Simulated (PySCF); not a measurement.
MO cations for M along group 13

CCSD(T) with double-zeta basis sets in PySCF, for the lowest determinant that a PBE0 search found; no spin–orbit coupling. De refers to high-spin ground-configuration atoms (the charge goes to the atom of lower measured ionisation energy or higher electron affinity, which is not always the lowest computed limit).

| M | basis | reference, frozen orbitals | charged atom | state (unpaired electrons) | Re (Å) | ωe (cm⁻¹) | De (eV) |
| --- | --- | --- | --- | --- | --- | --- | --- |
| B | x2c-SVPall | RHF, 2 | B+ | singlet (closed shell) | 1.214 | 1802 | 3.43 |
| Al | def2-SVPD | UHF, 6 | Al+ | triplet (σ ↑, π ↑) | 1.773 | 735 | 0.89 |
| In | def2-SVP | UHF, 5 | In+ | triplet (π ↑↑) | 3.011 | 115 | 0.23 |
| Tl | cc-pVDZ-PP/cc-pVDZ | UHF, 5 | Tl+ | triplet (π ↑↑) | 3.078 | 115 | n/a |

The shortest bond is that of BO⁺ (1.214 Å), the longest that of TlO⁺ (3.078 Å).

The rows differ in basis set, which adds steps of its own.

The state changes along the series, so neighbouring rows are not always alike in their bonding.

Correlated steps freeze the inner cores (2 to 6 orbitals); shallow outer-core shells are correlated. Weak bonds: InO⁺. Basis-set superposition, not corrected here, can be much of De in a small basis, most of all at correlated wavefunction levels. Spin–orbit coupling is left out, which matters for elements this heavy, above all for dissociation energies. For an ion De counts to the pair picked by the measured ionisation energies or electron affinities, which need not be the lowest pair at this level. Where the molecule has an RHF reference, its open-shell atoms are computed with UHF. The CCSD T1 diagnostic is raised in BO⁺, a sign that a single reference may not be enough there. States were picked by a PBE0 search and need not be the measured ground states.
